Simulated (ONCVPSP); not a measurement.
## Which setting gave this result? (P (Z = 15), ONCV)

Base potential:

phosphorus (P), optimised norm-conserving Vanderbilt (ONCV), made with ONCVPSP 4.0.1 (PBEsol, scalar-relativistic). Core [Ne], reference 3s2 3p1 (charge +2). Waves: 3s: rc 1.35 bohr, ncon 3, nbas 6, qcut 3.8 1/bohr, 3 projectors, debl 3 Ha; 3p: rc 1.40 bohr, ncon 4, nbas 8, qcut 4.8 1/bohr, 2 projectors, debl 2.6 Ha; d scattering state at 0.43 Ha: rc 1.15 bohr, ncon 5, nbas 9, qcut 8.3 1/bohr, 3 projectors, debl 2.1 Ha. Local part: polynomial inside 0.95 bohr (lpopt 5, dvloc0 0 Ha). Core correction: none.

Cutoffs, loose and tight: the cutoffs (Ha) at which the residual kinetic energy of the hardest occupied pseudo-wave falls to 1 and 0.1 mHa per electron. They do not see the model core or the augmentation charge, which bear on the density cutoff. Test errors are all-electron minus pseudo excitation energies from the reference, over the configurations 3s2 3p3; 3s2 3p2; 3s2 3p0; 3s0 3p5; variants that change the core or the reference have their own tests.

Only the scale of all radii (base = 1) is moved (1 further runs of the sweep failed or gave no value and are left out):

```
scale of all radii (base = 1)  cutoff, loose  cutoff, tight  bound ghosts  largest test error (meV)
                         0.78         160 Ha         201 Ha       s, p, d                       +13
                         0.85         130 Ha         154 Ha       s, p, d                       +14
                         0.94          19 Ha         107 Ha             s                       +14
                         1.03          22 Ha          45 Ha          none                       +15
                         1.17          21 Ha          39 Ha             d                       +24
                         1.23          17 Ha          35 Ha          none                       +32
```

Problem. One more run gave cutoff, loose: 27 Ha; cutoff, tight: 42 Ha; bound ghosts: none; largest test error (meV): +19. Which value of the scale of all radii (base = 1) was used?

Solution. 1.11. The tight cutoff moves one way along this sweep, from 201 Ha at 0.78 to 35 Ha at 1.23, which places the run between 1.03 and 1.17.
